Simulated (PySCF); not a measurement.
Compound: C9H10F2.
Structure used (GFN2-xTB), in Å, numbered top down from 1:
```
atom  x, y, z in Å
C1     2.933   -0.444    0.448
C2     1.937    0.690    0.247
C3     0.512    0.279   -0.031
C4     0.159   -1.004   -0.271
C5    -1.142   -1.470   -0.641
C6    -2.295   -0.908   -0.260
F7    -3.470   -1.377   -0.744
C8    -2.426    0.223    0.704
F9    -1.849   -0.120    1.927
C10   -1.719    1.387    0.092
C11   -0.405    1.386   -0.162
H12    3.904   -0.031    0.714
H13    2.612   -1.102    1.251
H14    3.054   -1.027   -0.462
H15    2.278    1.324   -0.578
H16    1.928    1.315    1.145
H17    0.928   -1.761   -0.283
H18   -1.193   -2.358   -1.256
H19   -3.479    0.433    0.917
H20   -2.313    2.266   -0.108
H21    0.041    2.315   -0.496
```

NICS = −σ at a ghost point: NICS(0) at the centroid of the ring atoms, NICS(1) 1 Å to either side along the normal of their mean plane, zz for the tensor component along that normal. Level: GIAO PBE0/pcSseg-1 (PySCF, non-relativistic, gas phase) on the GFN2-xTB geometry, one conformer.

Ring bond lengths (Å), with Mayer bond orders in brackets: C3–C4 1.352 (1.66), C4–C5 1.431 (1.20), C5–C6 1.338 (1.70), C6–C8 1.492 (1.01), C8–C10 1.493 (1.03), C10–C11 1.338 (1.79), C11–C3 1.443 (1.17).

Task: Give the NICS values of each ring in ppm.

Result: 
```csv
ring,type,NICS(0),"NICS(1), two faces","NICS(1)zz, two faces",rms pucker (Å),"centre to ring atoms, mean (Å)"
C3–C4–C5–C6–C8–C10–C11,"7-membered carbocycle; formal bonds 3 double, 4 single",-5.3,-5.8 / -8.4,-12.7 / -16.9,0.28,1.57
```

Task: What can be read from them?

Result: 
- C3–C4–C5–C6–C8–C10–C11: mean NICS(1)zz -14.8 ppm, shielded. C8 has four or more neighbours; no verdict on aromaticity is drawn. The two faces differ by 4.2 ppm, so no symmetry operation interchanges them.
